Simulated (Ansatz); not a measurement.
Geometry optimisation, RHF/def2-SVP (Ansatz 0.2.0).

Input file:

```yaml
crystal:
  periodic: [false, false, false]
  atoms:
    - { symbol: Cl, position_ang: [-1.7083, 2.1463, 0.3091] }
    - { symbol: Ge, position_ang: [-0.1427, 0.8203, 0.7433] }
    - { symbol: O, position_ang: [0.7527, 0.4077, -0.7169] }
    - { symbol: C, position_ang: [0.3131, -0.8881, -0.6856] }
    - { symbol: O, position_ang: [-0.6008, -0.8645, 0.4369] }
    - { symbol: H, position_ang: [0.7268, 1.0494, 2.0111] }
    - { symbol: H, position_ang: [1.0671, -1.6552, -0.5449] }
    - { symbol: H, position_ang: [-0.3157, -1.073, -1.6088] }
basis:
  gaussian: { orbitals: def2-SVP }
hamiltonian:
  xc: hf
relax:
  f_tol: 0.02
  max_steps: 50
```

Command:

```bash
$ ansatz run input.yaml --threads 2 --pin off --max-ram 3072MiB --backend cpu --events-out ev --progress --plain --runs-dir out
```

Problem. Where does it end, and by what steps?

Solution. The forces met the threshold. After 4 steps the energy has fallen by 0.238 eV; H6 moved furthest, 0.17 Å.

| step | energy less start (eV) | largest force component (eV/Å) | accepted |
| --- | --- | --- | --- |
| 0 | 0.0000 | 3.194 | yes |
| 1 | -0.1979 | 0.797 | yes |
| 2 | -0.2317 | 0.442 | yes |
| 3 | -0.2383 | 0.036 | yes |
| 4 | -0.2384 | 0.020 | yes |

```xyz
8
Properties=species:S:1:pos:R:3
Cl -1.689 2.200 0.401
Ge -0.116 0.799 0.735
O 0.819 0.376 -0.708
C 0.275 -0.923 -0.709
O -0.550 -0.890 0.432
H 0.606 1.164 2.012
H 1.056 -1.677 -0.607
H -0.308 -1.106 -1.612
```

The run took 9.7 s on 2 threads of Intel(R) Xeon(R) Platinum 8488C (Sapphire Rapids) (shared host), peak memory 0.26 GiB.
